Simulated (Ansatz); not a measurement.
C3H7AlF2, SMILES `C[CH](C)[Al]([F])[F]`. Charge 0, multiplicity 1.

Z-matrix (Å, degrees):
```
C
C 1 1.529
H 1 1.092 2 112.4
H 1 1.094 2 111.5 3 -120.6
H 1 1.096 2 110.7 3 120.5
C 2 1.529 1 111.8 3 -178.2
Al 2 1.950 1 112.7 3 53.6
H 2 1.101 1 107.5 3 -60.5
H 6 1.094 2 111.5 1 -61.2
H 6 1.092 2 112.4 1 178.2
H 6 1.096 2 110.7 1 57.7
F 7 1.646 2 121.8 1 -27.2
F 7 1.646 2 121.9 1 154.2
```

(1) Give the diagnostics of a CCSD(T)/def2-TZVPP run (frozen core, the Gaussian-basis code of Ansatz). (Best estimate.)

Answers

(1) Computed: T1 = 0.0112, largest single amplitude 0.022, largest double 0.014, (T) share of the correlation energy 3.3 %, 9 CCSD cycles. The RHF solution is stable towards an unrestricted one. T1 lies under the customary mark of 0.02 for closed shells.
